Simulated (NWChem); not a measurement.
System: C$_{3}$H$_{4}$F$_{2}$Si; SMILES FC1(F)C=C[SiH2]1

Input file for NWChem:

```
start job
memory heap 200 mb stack 900 mb global 1100 mb
geometry units angstroms noautosym nocenter noautoz
  F     -0.181349    -1.456523     1.099039
  C     -0.005409    -0.652168     0.000000
  F     -0.181349    -1.456523    -1.099039
  C      1.328042     0.064101     0.000000
  C      1.042336     1.382988     0.000000
  Si    -0.814731     1.112896     0.000000
  H      2.298130    -0.436041     0.000000
  H      1.764557     2.192858     0.000000
  H     -1.575807     1.516214    -1.213726
  H     -1.575807     1.516214     1.213726
end
basis spherical
  F library def2-svp
  C library def2-svp
  Si library def2-svp
  H library def2-svp
end
dft
  xc b3lyp
  iterations 150
  mulliken
end
task dft energy
esp
  recalculate
  probe 0.07
  range 0.3
  factor 1.0
  spacing 0.02
end
task esp
```

NWChem printed, in part:

```
             Northwest Computational Chemistry Package (NWChem) 7.3.0
             --------------------------------------------------------

                             Geometry "geometry" -> ""
                             -------------------------

 Output coordinates in angstroms (scale by  1.889725989 to convert to a.u.)

  No.       Tag          Charge          X              Y              Z
 ---- ---------------- ---------- -------------- -------------- --------------
    1 F                    9.0000    -0.18134900    -1.45652300     1.09903900
    2 C                    6.0000    -0.00540900    -0.65216800     0.00000000
    3 F                    9.0000    -0.18134900    -1.45652300    -1.09903900
    4 C                    6.0000     1.32804200     0.06410100     0.00000000
    5 C                    6.0000     1.04233600     1.38298800     0.00000000
    6 Si                  14.0000    -0.81473100     1.11289600     0.00000000
    7 H                    1.0000     2.29813000    -0.43604100     0.00000000
    8 H                    1.0000     1.76455700     2.19285800     0.00000000
    9 H                    1.0000    -1.57580700     1.51621400    -1.21372600
   10 H                    1.0000    -1.57580700     1.51621400     1.21372600

 Effective nuclear repulsion energy (a.u.)     292.7470203327

                                 NWChem DFT Module
                                 -----------------

 Summary of "ao basis" -> "ao basis" (spherical)
 ------------------------------------------------------------------------------
       Tag                 Description            Shells   Functions and Types
 ---------------- ------------------------------  ------  ---------------------
 F                          def2-svp                 6       14   3s2p1d
 C                          def2-svp                 6       14   3s2p1d
 Si                         def2-svp                 8       18   4s3p1d
 H                          def2-svp                 3        5   2s1p

            General Information
            -------------------
          SCF calculation type: DFT
          Wavefunction type:  closed shell.
          No. of atoms     :    10
          No. of electrons :    54
           Alpha electrons :    27
            Beta electrons :    27
          Charge           :     0
          Spin multiplicity:     1
          Use of symmetry is: off; symmetry adaption is: off
          Maximum number of iterations: 150
          AO basis - number of functions:   108
                     number of shells:    50
          Convergence on energy requested:  1.00D-06
          Convergence on density requested:  1.00D-05
          Convergence on gradient requested:  5.00D-04

              XC Information
              --------------
                         B3LYP Method XC Potential
                     Hartree-Fock (Exact) Exchange  0.200
                        Slater Exchange Functional  0.800 local
                    Becke 1988 Exchange Functional  0.720 non-local
              Lee-Yang-Parr Correlation Functional  0.810
                  VWN I RPA Correlation Functional  0.190 local

             Grid Information
             ----------------
          Grid used for XC integration:  medium
          Radial quadrature: Mura-Knowles
          Angular quadrature: Lebedev.
          Tag              B.-S. Rad. Rad. Pts. Rad. Cut. Ang. Pts.
          ---              ---------- --------- --------- ---------
          F                   0.50       49          11.0       434
          C                   0.70       49          10.0       434
          Si                  1.10       88          10.0       590
          H                   0.35       45          11.0       434
          Grid pruning is: on
          Number of quadrature shells:   513
          Spatial weights used:  Erf1

      Superposition of Atomic Density Guess
      -------------------------------------

 Sum of atomic energies:        -602.19511469

      Non-variational initial energy
      ------------------------------

[...]

                     NWChem Electrostatic Potential Fit Module
                     -----------------------------------------

 Atom parameters

 Number of atoms is                                   10
 Number of basis functions is                        108

 Grid parameters

 Maximum number of grid points is                  42768
 Number of grid points is                          42767
 Grid range                                     0.300000 nm
 Grid spacing                                   0.020000 nm
 Probe radius                                   0.070000 nm
 Atom radius factor                             1.000000

 Atomic radii

    1    0.100000
    6    0.147000
    9    0.128000
   14    0.187000
 FASTESP  F
  using M.O. file = ./job.movecs

    Atom              Coordinates                           Charge

                                                  ESP

    1 F    -0.018135   -0.145652    0.109904   -0.289454
    2 C    -0.000541   -0.065217    0.000000    0.550088
    3 F    -0.018135   -0.145652   -0.109904   -0.289900
    4 C     0.132804    0.006410    0.000000   -0.138890
    5 C     0.104234    0.138299    0.000000   -0.247415
    6 Si   -0.081473    0.111290    0.000000    0.311258
    7 H     0.229813   -0.043604    0.000000    0.121555
    8 H     0.176456    0.219286    0.000000    0.132892
    9 H    -0.157581    0.151621   -0.121373   -0.074557
   10 H    -0.157581    0.151621    0.121373   -0.075577
                                            ------------
                                                0.000000

 Dipole moment                                  0.974238

 Quadrupole moment Qxx                          8.153469
                   Qyy                         -3.156687
                   Qzz                         -4.996782

 RMS deviation kJ/mol                           0.055051

 RRMS %                                        30.817291
```

Level: B3LYP/def2-SVP. Structure relaxed at the B3LYP/6-31G* (spherical d) level.
